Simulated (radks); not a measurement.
Dy6+, 60 electrons, occupied as [Kr] 4d10 4f8 5s2 5p4 (the NIST ground configuration).

Method: Dirac Kohn-Sham, PBE, spin-unpolarised, spherical densities, finite nucleus; open shells are shared between the two j in proportion to 2j + 1; Fermi nuclear charge, rms radius 5.2218 fm; computed with a radial shooting solver on a logarithmic mesh with Libxc functionals.

Energy parts (eV):
part                      energy
total                 -330827.41
kinetic                362862.25
electron-nucleus      -810410.67
Hartree                123831.15
exchange-correlation    -7110.14

Orbitals (lengths in bohr, moments of r in powers of bohr):
orbital	occ.	eigenvalue (eV)	<r^4>
1s1/2	2	-53680.62	9.920e-07
2s1/2	2	-9009.901	0.0001553
2p1/2	2	-8573.968	0.00009557
2p3/2	4	-7773.809	0.0001279
3s1/2	2	-2076.421	0.005959
3p1/2	2	-1886.102	0.005381
3p3/2	4	-1719.941	0.006688
3d3/2	4	-1392.576	0.004769
3d5/2	6	-1356.301	0.005100
4s1/2	2	-482.4929	0.1446
4p1/2	2	-407.2715	0.1627
4p3/2	4	-369.8427	0.2016
4d3/2	4	-245.7348	0.2771
4d5/2	6	-238.8923	0.2965
5s1/2	2	-127.0687	3.879
5p1/2	1.33333	-104.3622	5.473
5p3/2	2.66667	-98.0372	6.663
4f5/2	3.42857	-89.7896	0.9832
4f7/2	4.57143	-88.7457	1.024
5d3/2	0	-65.3374	15.53
5d5/2	0	-64.4731	16.34
6s1/2	0	-53.6054	62.17

The highest occupied level is 4f7/2 at -88.746 eV. For comparison, the ionisation energy in NIST's Atomic Spectra Database is 110 eV (theoretical). In exact Kohn-Sham theory the highest level is minus the ionisation energy, but local and semilocal functionals leave it too shallow, through self-interaction and a potential that decays too fast; potentials with the right tail come closer.

Beside tabulated values, note that spin-unpolarised runs miss the spin-polarisation part of the exchange energy of open shells.
